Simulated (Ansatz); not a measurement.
Consider the atomization: `CO[AsH]`• → As• + C• + 4 H• + O•.

Isolated molecules relaxed with PBE0-D4/def2-TZVP in Ansatz; ΔE leaves out vibrations. CBS: MP2 limit from def2 TZ/QZ plus the TZ coupled-cluster correction, frozen cores. This one scheme is used for every species, atoms too. DFT in def2-TZVPP. No spin–orbit coupling; open shells (•) take unrestricted orbitals. Spin–orbit coupling would lower the free atoms: a little for C, O. Bonds to As are less sure, by a few kJ/mol each and by 10 to 20 or more in all where they break to atoms, as the def2 sets lack core-valence functions. Scalar relativity is left out up to krypton.

```
   species  r2SCAN0-D4 energy (Eh)
`CO[AsH]`•             -2351.52274
       As•             -2235.79073
        C•               -37.83406
        H•                -0.49987
        O•               -75.05636
```

Q: Work out ΔE.

A: ΔE = 4 × (-0.49987) + (-2235.79073) + (-37.83406) + (-75.05636) − (-2351.52274) = 0.84211 Eh = +2211.0 kJ/mol. CCSD(T)/CBS gives +2248.9 kJ/mol.

Largest T1 diagnostic among the species: 0.016.

From BLYP to BHLYP (50 % exact exchange), in def2-TZVPP and without D4, ΔE moves by −96.6 kJ/mol: exact exchange takes away binding that semilocal exchange gives to molecules. The D4 term adds +17.4 kJ/mol with B3LYP and +8.9 kJ/mol with PBE0; it sums over pairs of atoms, weighted by their polarisabilities, and B3LYP, whose exchange is more repulsive, gets the larger term.

B3LYP here is the variant with VWN-RPA as its local correlation; programs differ in this.

For atomizations the MP2-based limit and the directly extrapolated one differ by several kJ/mol either way, and by 10 to 25 for some Ge, Se and Sn compounds, so smaller differences from it don't rank the levels.
